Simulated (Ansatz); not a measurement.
Results of the Gaussian-basis code of Ansatz.

A structure relaxed at PBE0-D4/def2-TZVP, charge 0, multiplicity 1:

```json
{"atom": "F1", "x (Å)": "1.2765", "y (Å)": "0.2825", "z (Å)": "-1.1913"}
{"atom": "C2", "x (Å)": "0.1712", "y (Å)": "-0.3768", "z (Å)": "-0.7302"}
{"atom": "C3", "x (Å)": "-0.2762", "y (Å)": "0.1428", "z (Å)": "0.6102"}
{"atom": "Br4", "x (Å)": "1.0513", "y (Å)": "-0.1917", "z (Å)": "1.9724"}
{"atom": "I5", "x (Å)": "-0.8231", "y (Å)": "2.2083", "z (Å)": "0.5048"}
{"atom": "H6", "x (Å)": "-0.6402", "y (Å)": "-0.2467", "z (Å)": "-1.4535"}
{"atom": "H7", "x (Å)": "0.4169", "y (Å)": "-1.4400", "z (Å)": "-0.6380"}
{"atom": "H8", "x (Å)": "-1.1764", "y (Å)": "-0.3784", "z (Å)": "0.9256"}
```

(1) Give its formula and SMILES.

(2) Summarise the bond lengths by kind.

Results:

(1) C2H3BrFI, `FCC(Br)I`.

(2) 1 × C–F 1.367 Å; 1 × C–C 1.506 Å; 3 × C–H 1.087 to 1.095 Å; 1 × Br–C 1.931 Å; 1 × C–I 2.139 Å.
